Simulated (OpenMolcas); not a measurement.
Mn3+ among 5 point charges of -1.6 e arranged as a trigonal bipyramid (D3h), 2.03 Å from the ion, with the axial distance 2.172 Å.

```json
{"Program": "OpenMolcas", "Method": "SS-CASPT2, IPEA 0.25 Eh, imaginary shift 0.1 Eh (closed shells correlated: 3s 3p)", "Basis": "ANO-RCC-VTZP [6s5p3d2f1g]", "Scalar Hamiltonian": "DKH2, point nucleus", "Active space": "4 electrons in 5 orbitals (3d)", "State averaging": "2S+1 = 5 even, 5 roots; 2S+1 = 3 even, 45 roots; 2S+1 = 1 even, 50 roots", "Spin-orbit coupling": "state interaction with AMFI integrals over the reference wave functions"}
```

Problem. What is the spin-free ground state (labels of D3, the rotations of D3h)?

Solution. 5A1, 1-fold in its orbital part, 100 % from free-ion D terms; it has the highest spin that d4 allows.

Problem. Where is the first state of the same spin?

Solution. 5E at 1540 cm-1 above the ground state.

Problem. What are the lowest two levels with spin-orbit coupling?

Solution. A 1-fold level A1, then a 2-fold level E 16 cm-1 above it. Their leading multiplicities are 5 (100 %) and 5 (100 %).

Problem. What is χT at 300 K, and how does it compare with the textbook value?

Solution. The lowest level has 2S+1 = 5, for which the spin-only value is χT = S(S+1) / 2 = 3.000 cm3 K/mol (g = 2). The computed 2.589 at 300 K differs by -0.411, through orbital momentum, spin-orbit coupling and any other state in reach.

Roots that are degenerate in the reference are averaged as groups; the widest CASPT2 spread within a group is 170 cm-1 (the 2-fold group of multiplicity 5 near 1540 cm-1 above the lowest state of its run). Shifts and gaps below about the spread of the groups concerned are not significant. The ground term spreads over less than 5000 cm-1, several times less than with real ligands, so orbital moments are less quenched and χT lies further from the spin-only value than at real sites. Free-ion shares, where given, are those of the reference states; single-state CASPT2 does not remix them. This is an electrostatic model: the charges have no orbitals. No measured value stands beside these numbers.
